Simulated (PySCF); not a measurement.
C4H12O2Si (SMILES CO[Si](C)(C)OC), singlet, at a GFN2-xTB geometry; WB97X/STO-3G (PySCF).

PySCF was given this input:
```python
from pyscf import gto, scf, dft

mol = gto.Mole()
mol.atom = '''
    C    -2.04448569   -1.42504237    0.50157321
    O    -0.72766379   -0.96783355    0.60420261
    Si   -0.03861108    0.32829990   -0.12649543
    C    -0.79130443    1.98119988    0.41820792
    C    -0.12304275    0.11850811   -2.02416713
    O     1.47789858    0.38302498    0.45039361
    C     2.43946984   -0.63436435    0.46225328
    H    -2.14167265   -2.30788577    1.13463031
    H    -2.28601463   -1.69261196   -0.52988191
    H    -2.74855078   -0.66103992    0.83931906
    H    -1.81913215    2.06843940    0.07965383
    H    -0.24124933    2.82357068    0.01536447
    H    -0.78920165    2.07462366    1.49947239
    H     0.23206785   -0.86394160   -2.32751030
    H     0.48841885    0.85714329   -2.53312402
    H    -1.13675836    0.22640459   -2.39953033
    H     3.26653155   -0.30236234    1.09086386
    H     2.02211084   -1.55768690    0.86642662
    H     2.80830569   -0.82419060   -0.54872151
'''
mol.basis = 'sto-3g'
mol.verbose = 3
mol.build()

mf = dft.RKS(mol)
mf.xc = 'wb97x'
mf.grids.level = 4
mf.kernel()
mf.analyze()
```

Output, abridged:

```
converged SCF energy = -592.26394887021
**** MO energy ****
MO #1   energy= -65.4305035652333  occ= 2
MO #2   energy= -18.8686399601511  occ= 2
MO #3   energy= -18.8641651777691  occ= 2
MO #4   energy= -10.1336776503467  occ= 2
MO #5   energy= -10.129674375925   occ= 2
MO #6   energy= -10.035770479111   occ= 2
MO #7   energy= -10.0337011678955  occ= 2
MO #8   energy= -5.24347835839583  occ= 2
MO #9   energy= -3.54647427795588  occ= 2
MO #10  energy= -3.54515685219256  occ= 2
MO #11  energy= -3.54322316667477  occ= 2
MO #12  energy= -1.06658068467617  occ= 2
MO #13  energy= -1.04232663698206  occ= 2
MO #14  energy= -0.799760567996979 occ= 2
MO #15  energy= -0.770079098460524 occ= 2
MO #16  energy= -0.760531052721042 occ= 2
MO #17  energy= -0.750593429623836 occ= 2
MO #18  energy= -0.573242185680853 occ= 2
MO #19  energy= -0.526235774341681 occ= 2
MO #20  energy= -0.514002376219966 occ= 2
MO #21  energy= -0.510451019025176 occ= 2
MO #22  energy= -0.50094932669415  occ= 2
MO #23  energy= -0.481420208534077 occ= 2
MO #24  energy= -0.477995589369346 occ= 2
MO #25  energy= -0.46402686846593  occ= 2
MO #26  energy= -0.459802298938613 occ= 2
MO #27  energy= -0.454671263039925 occ= 2
MO #28  energy= -0.423549466539809 occ= 2
MO #29  energy= -0.374982481964254 occ= 2
MO #30  energy= -0.268934205338198 occ= 2
MO #31  energy= -0.264691627325116 occ= 2
MO #32  energy= -0.234066727425953 occ= 2
MO #33  energy= -0.232765419094222 occ= 2
MO #34  energy= 0.356784052271193  occ= 0
MO #35  energy= 0.38652093618026   occ= 0
MO #36  energy= 0.412269758018578  occ= 0
MO #37  energy= 0.452365044077586  occ= 0
MO #38  energy= 0.539275341614684  occ= 0
MO #39  energy= 0.551258459443223  occ= 0
MO #40  energy= 0.571011748026692  occ= 0
MO #41  energy= 0.57378494287864   occ= 0
 ** Mulliken atomic charges  **
charge of    0C =     -0.04751
charge of    1O =     -0.30819
charge of    2Si =      0.83996
charge of    3C =     -0.31058
charge of    4C =     -0.31658
charge of    5O =     -0.30057
charge of    6C =     -0.04721
charge of    7H =      0.04610
charge of    8H =      0.03093
charge of    9H =      0.03122
charge of   10H =      0.04178
charge of   11H =      0.04818
charge of   12H =      0.04790
charge of   13H =      0.04196
charge of   14H =      0.04436
charge of   15H =      0.04195
charge of   16H =      0.04617
charge of   17H =      0.03843
charge of   18H =      0.03168
Dipole moment(X, Y, Z, Debye): -0.73093, -0.30434, -0.85098
```
